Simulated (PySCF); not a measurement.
A structure optimised at PBE-D3(BJ)/def2-SVP, used in a PySCF frequency run:

```xyz
7

Cd     0.1337    -0.8020     0.0000
I     -0.0760     1.7910     0.0000
O      0.4677    -2.7702     0.0000
C     -0.5844    -3.7057     0.0000
H     -1.2458    -3.6515    -0.9000
H     -0.1343    -4.7258     0.0000
H     -1.2458    -3.6515     0.9000
```

Task: Write its SMILES, formula and point group.

Result: C[O][Cd][I], CH3CdIO, Cs

Task: What are its rotational constants (standard atomic weights)?

Result: 34.105, 0.62122, 0.61252 GHz
